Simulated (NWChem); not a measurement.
System: InH2F; SMILES [F][InH2]

Computed with NWChem. Structure relaxed at the PBE-D3(BJ)/def2-SVP level. def2 effective core potentials on In; no spin-orbit coupling. Static field.

For level B3LYP/def2-SVPD:

```yaml
isotropic polarisability (bohr³): 37.3
anisotropy (bohr³): 13.6
```

Question: What are these values for level BHandHLYP/def2-SVPD?

Answer: 
| Item | Result |
|---|---|
| isotropic polarisability (bohr³) | 35.1 |
| anisotropy (bohr³) | 12.0 |
